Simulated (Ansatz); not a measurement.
C2F4, triplet, geometry from GFN2-xTB (a higher spin typed on purpose: for a closed-shell molecule this is an excited state), atoms displaced at random by about 0.03 Å a coordinate; Ansatz (an electronic-structure program) with HF/STO-3G, gradient.

Input for Ansatz:
Ansatz 0.2 input:
```yaml
crystal:
  periodic: [false, false, false]
  atoms:
    - {symbol: F, position_ang: [-1.34911510, 0.76193138, 0.73463500]}
    - {symbol: C, position_ang: [-0.72029306, -0.26953997, 0.17274800]}
    - {symbol: F, position_ang: [-1.49004092, -0.79543900, -0.77739023]}
    - {symbol: C, position_ang: [0.66806880, -0.20957203, -0.11311685]}
    - {symbol: F, position_ang: [1.26684199, 0.84583443, -0.83441644]}
    - {symbol: F, position_ang: [1.57745675, -0.54688690, 0.89348944]}
basis:
  gaussian:
    orbitals: STO-3G
hamiltonian:
  xc: hf
magnetization: {spin_polarized: true, initial_magnetization: 2}
output: {forces: true}
```

It wrote (shortened):

```
Functional definition: HF
439 factors; integrals over basis functions are off by at most 4.0e-5 eV
mean field evaluation 1: about -12697.4177 eV, gradient 2.8e1 eV
mean field evaluation 2: about -12697.7045 eV, gradient 2.8e1 eV
mean field evaluation 4: about -12703.6652 eV, gradient 2.8e0 eV
mean field evaluation 8: about -12703.8234 eV, gradient 1.8e-1 eV
mean field -12703.82427372 eV, -466.8569310980 hartree, gradient 1.0e-5 eV, S^2 2.008098; 0 other end points of the search recorded, 0 dependent functions left out
the calculation of the forces begins
reference -12703.82427372 eV, -466.8569310980 hartree; 25, 23 occupied and 5, 7 virtual orbitals, 439 factors
Total energy: -12703.82427372 eV, -466.8569310980 hartree
Atom 0 at    -1.349115     0.761931     0.734635 Å, force    -0.443249     1.160552     0.881938 eV/Å
Atom 1 at    -0.720293    -0.269540     0.172748 Å, force    -3.687792    -0.372741     0.883142 eV/Å
Atom 2 at    -1.490041    -0.795439    -0.777390 Å, force    -0.871345    -0.860625    -1.054646 eV/Å
Atom 3 at     0.668069    -0.209572    -0.113117 Å, force     8.423193     1.757270    -0.382096 eV/Å
Atom 4 at     1.266842     0.845834    -0.834416 Å, force    -1.687106    -1.942277     1.132321 eV/Å
Atom 5 at     1.577457    -0.546887     0.893489 Å, force    -1.733701     0.257821    -1.460658 eV/Å
Dipole moment:    -0.056786    -0.072255     0.008356 e Å
```
